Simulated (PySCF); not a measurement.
**Telling isomers of C7H4N4 apart by NMR**

In vacuum, equivalent nuclei averaged, relativity neglected, single conformer. Shielding tensors at PBE0/pcSseg-1 (GIAO); geometry: GFN2-xTB; PySCF 2.14.0 with density-fitted response routines.

δ = σ(ref) − σ, references computed at the same level: ¹H (σref 31.72) and ¹³C (σref 186.93) vs TMS. Where no couplings were computed, multiplicities follow the n + 1 count of equivalent neighbours, and m marks all less simple cases (inequivalent or close neighbours, rings, F or P nearby). Shifts are as computed. Against solution values, carbons near 30 ppm lie about +3 ppm off and those near 130 ppm about +5 ppm. Of 1211 compounds with measured shifts, 218 miss one by over three times the rms of a fit or turn the order of signals round; such compounds aren't used in these exercises.

(1) Tabulate the signals of `N#Cc1cccc2cnnn12`, `N#Cc1nnn2ccccc12` and their relative energies.

(2) What is the quickest way to tell N#Cc1cccc2cnnn12 from N#Cc1nnn2ccccc12?

## Answers

(1) 
```tsv
SMILES	carbon types	δC	δH	E rel. (kcal/mol)
N#Cc1cccc2cnnn12	3×C 4×CH	141.3, 131.5, 131.1, 128.7, 127.8, 117.9, 114.3	8.42 (m, 1H), 8.22 (d, 1H), 7.73 (d, 1H), 7.45 (m, 1H)	6.2
N#Cc1nnn2ccccc12	3×C 4×CH	146.3, 133.4, 130.9, 124.7, 121.4, 117.6, 116.9	9.05 (d, 1H), 8.35 (d, 1H), 7.76 (m, 1H), 7.40 (m, 1H)	0.0
```

Energies are electronic energies at PBE0/pcSseg-1 on these geometries, without zero-point or thermal terms, each for the one conformer computed, which needn't be the lowest.

(2) Both give the same number of carbon signals, with the same numbers of each carbon type, so the positions decide. The first has a ring-fusion aromatic carbon (C) at 141.3 ppm, the second an aromatic CH at 121.4 ppm. Their most deshielded carbons lie at 141.3 and 146.3 ppm. In the proton spectra the most deshielded non-exchanging signals are 8.42 (m, 1H) and 9.05 (d, 1H).
